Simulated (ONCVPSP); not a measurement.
## zirconium (Zr), ONCV: configuration errors across variants

ONCVPSP 4.0.1 input, shortened (lines: element, Z, core and valence counts, functional; n l f; lmax; l rc ep ncon nbas qcut; lloc lpopt rc5 dvloc0; l nproj debl; icmod fcfact rcfact), PBEsol, scalar-relativistic:

```
  Zr 40.00    6    4  -116133      upf
    1    0    2.00
    2    0    2.00
    2    1    6.00
    3    0    2.00
    3    1    6.00
    3    2   10.00
    4    0    2.00
    4    1    6.00
    4    2    2.00
    5    0    2.00
    2
    0    2.20    0.00    5    9    4.50
    1    1.40    0.00    4    8    6.20
    2    3.05    0.00    4    9    5.70
    4    5    1.35    6.00
    0    2    0.70
    1    2    3.60
    2    2    3.30
    2    0.65    0.75
```

All-electron excitation energies from the reference (eV): (1) 4s2 4p6 4d2 5s1 7.171; (2) 4s2 4p6 4d2 5s0 20.081; (3) 4s2 4p6 4d1 5s0 42.666; (4) 4s2 4p6 4d2 5s1.5 2.895.

Errors AE − PS in meV (a dash: test not solved or not reliable):

| change | (1) | (2) | (3) | (4) | bound ghosts | GHOST(+) flags above zero |
| --- | --- | --- | --- | --- | --- | --- |
| base | -2.2 | -13 | +18 | -0.6 | none | s |
| p: rc 1; local potential polynomial inside 1.00 bohr (lpopt 5, dvloc0 6 Ha) | -2.0 | -13 | +17 | -0.6 | none | s, p |
| p: rc 1.1; local potential polynomial inside 1.10 bohr (lpopt 5, dvloc0 6 Ha) | -2.1 | -13 | +16 | -0.6 | none | none |
| p: rc 1.22; local potential polynomial inside 1.22 bohr (lpopt 5, dvloc0 6 Ha) | -2.2 | -14 | +14 | -0.6 | none | none |
| p: rc 1.38 | -2.2 | -13 | +18 | -0.6 | none | s |
| p: rc 1.52 | -2.2 | -13 | +18 | -0.6 | none | s |
| p: rc 1.66 | -2.2 | -13 | +18 | -0.6 | none | s |
| p: rc 1.78 | -2.2 | -13 | +19 | -0.6 | none | s |
| p: rc 2.04 | -2.1 | -12 | +20 | -0.6 | none | s |

(1) Give the same row for: p: rc 1.94.

Answers

(1) -2.1, -13, +19, -0.6; bound ghosts: none; GHOST(+) flags above zero: s.
